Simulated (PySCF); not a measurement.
Bismuth: highly charged ions in a basis for the neutral atom

Bi⁸⁺ [Xe] 4f14 5d7, Bi⁹⁺ [Xe] 4f14 5d6. Calculation: PySCF 2.14, in cc-pVTZ-PP with ECP60MDF; scalar relativity through the core potential. No spin-orbit coupling, so a gap to NIST mixes the basis error with missing relativistic terms.

Changed run: basis of the neutral atom used for a highly charged ion. This setting is unsound on purpose.

| species | method | sound run (hartree) | changed run (hartree) | converged |
| --- | --- | --- | --- | --- |
| Bi⁸⁺ | UHF | not run | -196.69207 | yes |
| Bi⁸⁺ | BP86 | not run | -197.46028 | yes |
| Bi⁸⁺ | B3LYP | not run | -197.39517 | yes |
| Bi⁹⁺ | UHF | not run | -191.43469 | yes |
| Bi⁹⁺ | BP86 | not run | -192.14711 | yes |
| Bi⁹⁺ | B3LYP | not run | -192.08156 | yes |

Ionisation energy of Bi⁸⁺:

```tsv
method	changed run (eV)	NIST (eV)
UHF	143.06	143 ± 2.2
BP86	144.58	143 ± 2.2
B3LYP	144.59	143 ± 2.2
```

The contracted functions were made for the neutral atom and can be too rigid for a highly charged ion.
